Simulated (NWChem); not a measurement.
Species: CH5F2NSi; SMILES F[SiH](F)CN

```xyz
10

N      0.0822     2.2677     0.0085
C     -0.7563     1.1126    -0.3039
Si    -0.0236    -0.4875     0.3147
F      1.4585    -0.6194    -0.3291
F     -0.8604    -1.7855    -0.1681
H      0.1745     2.4004     1.0138
H      1.0232     2.1451    -0.3610
H     -0.9100     1.0524    -1.3957
H     -1.7658     1.2651     0.1152
H      0.1326    -0.5510     1.7896
```
Atoms are numbered in this order, from 1.

All runs: NWChem. Pople sets run with spherical d functions. The geometry was optimised at PBE0/def2-SVP. GIAO values for the isolated, static molecule; σ is the absolute isotropic shielding, δ = σ(reference) − σ with the isolated reference molecule computed at the same levels (13C: tetramethylsilane, 19F: trichlorofluoromethane, 1H: tetramethylsilane).

For level Hartree-Fock/6-31G*:

- δ C2 (ppm): 23.5
- δ F4 (ppm): -110.0
- δ F5 (ppm): -97.4
- δ H6 (ppm): -0.27
- δ H9 (ppm): 1.89
- δ H10 (ppm): 4.93

Problem. How do the values read with level BHandHLYP/pcSseg-1 instead?

Solution. The δ C2 (ppm) comes out as 28.3 and the δ F4 (ppm) comes out as -153.1. The δ F5 (ppm) comes out as -136.5, the δ H6 (ppm) is -0.14 and the δ H9 (ppm) comes out as 2.04. The δ H10 (ppm) is 4.50.
